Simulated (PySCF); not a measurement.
Some computed properties have been withheld. Give your best values.

Species: C6H11ClOSi.
SMILES: `CCCOC1=C([SiH2]Cl)C1`

Conformer (atom-mapped SMILES and torsion angles): `[CH3:1][CH2:2][CH2:3][O:4][C:5]1=[C:6]([SiH2:7][Cl:8])[CH2:9]1`: C1–C2–C3–O4 180°, C2–C3–O4–C5 -75°, C3–O4–C5–C6 -3°, C5–C6–Si7–Cl8 -122°.

| property | level | value |
| --- | --- | --- |
| point group of the GFN2-xTB geometry | GFN2-xTB | C1 |
| rotational constants A, B, C of the GFN2-xTB geometry | GFN2-xTB | ? |
| dipole moment | PBE0/pcSseg-1 | 3.12 D |
| HOMO energy | PBE0/pcSseg-1 | -6.72 eV |
| LUMO energy | PBE0/pcSseg-1 | ? |
| 13C chemical shifts (computed TMS as zero) by class | GIAO PBE0/pcSseg-1 | ? |
| 1H chemical shifts (computed TMS as zero) by class | GIAO PBE0/pcSseg-1 | ? |
| isotropic shieldings of nuclei other than C and H, by class | GIAO PBE0/pcSseg-1 | 188 (1 O), 388 (1 Si), 1001 (1 Cl) ppm |

The electronic properties come from PySCF, for the isolated species, density fitting. One conformer (not necessarily the lowest) at the GFN2-xTB geometry, without solvent or vibrations. NMR classes are plain means over equivalent atoms (diastereotopic ones count apart unless rotation or inversion swaps them), as if these changed places fast; in this geometry the members of some classes differ.

Problem. Give the rotational constants A, B, C of the GFN2-xTB geometry.

Solution. 1.687, 0.566, 0.463 GHz.

Problem. What are the 13C chemical shifts (computed TMS as zero) by class?

Solution. 167.6 (1 C), 78.0 (1 C), 70.9 (1 C), 23.9 (1 C), 17.5 (1 C), 11.0 (1 C) ppm.

Problem. What are the 1H chemical shifts (computed TMS as zero) by class?

Solution. 5.44 (2 H), 4.21 (2 H), 1.81 (2 H), 1.72 (2 H), 0.93 (3 H) ppm.

Problem. The LUMO energy?

Solution. -0.39 eV.

The rotational constants make it an asymmetric top with κ = (2B − A − C)/(A − C) = -0.83, nearer the prolate limit (−1). With B = h/(8π²I), that is 505.379 GHz u Å² over I, the principal moments of inertia are 299.6, 893.7 and 1092.4 u Å² (most abundant isotopes); the inertial defect Ic − Ia − Ib is -100.9 u Å² (zero for a rigid planar frame, negative otherwise). The dipole matches unit charges of opposite sign 0.65 Å apart (1 e·Å = 4.8032 D).
